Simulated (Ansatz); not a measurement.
Consider the redistribution: `[ZnH][Br]` + `F[CH2][GaH][SH]` → `[F][Zn][Br]` + `[CH3][GaH][SH]`.

Gas-phase electronic energies from Ansatz, PBE0-D4/def2-TZVP geometries. CCSD(T)/CBS adds triple-zeta CCSD(T) − MP2 to the extrapolated MP2 energy (def2 sets, frozen cores). Functionals use def2-TZVPP. For Br, Ga, Zn outer-core shells are correlated without core-valence functions, which leaves a few kJ/mol of doubt a bond. Scalar relativity is left out up to krypton. Each species was taken in one conformer, which may not be the lowest.

CCSD(T)/CBS gives -181.5 kJ/mol.

Task: Another level gave -153.3 kJ/mol. Which?
A. CCSD(T)/def2-TZVPP
B. PBE0-D4/def2-TZVPP
C. PBE-D4/def2-TZVPP
D. SCS-MP2/def2-TZVPP

Result: C. PBE-D4 -153.3, CCSD(T)/def2-TZVPP -168.8, PBE0-D4 -158.9, SCS-MP2/def2-TZVPP -175.4 kJ/mol.

Largest T1 diagnostic among the species: 0.014.

From PBE to PBE0 (25 % exact exchange), in def2-TZVPP and without D4, ΔE moves by −5.4 kJ/mol.
